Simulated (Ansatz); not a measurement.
`O[SiH2][InH][F]`. The species carries charge 0 and has multiplicity 1. In: def2 effective core potential. The structure was optimised at the PBE0-D4/def2-TZVP level. It is one conformer, not always the lowest.

```xyz
8

O     1.715    0.005    0.209
Si    0.430   -0.993    0.418
In   -1.427    0.577   -0.388
F    -0.022    1.981   -0.732
H     1.460    0.875   -0.142
H     0.268   -1.403    1.839
H     0.544   -2.227   -0.404
H    -2.968    1.184   -0.800
```

Q: What is the dipole moment at r2SCAN/def2-TZVPP? (Best estimate.)

A: The calculation gave: 3.29 D, with components (-2.70, -1.84, 0.34) D in this frame, pointing from negative to positive charge.

Q: And with PBE, B3LYP, ωB97M-V? (Best estimate.)

A: The calculation gave: PBE 3.16 D, B3LYP 3.48 D, ωB97M-V 3.53 D.

Q: Give the Mulliken charges with r2SCAN, PBE, ωB97M-V in def2-TZVPP. (Best estimate.)

A: Ansatz gave: 
```csv
atom,r2SCAN,PBE,ωB97M-V
O1,-0.42,-0.35,-0.40
Si2,0.38,0.27,0.32
In3,0.61,0.58,0.54
F4,-0.54,-0.49,-0.54
H5,0.24,0.22,0.23
H6,-0.08,-0.06,-0.03
H7,-0.08,-0.06,-0.03
H8,-0.11,-0.10,-0.07
```

B3LYP here is the variant with VWN-RPA as its local correlation; programs differ in this.
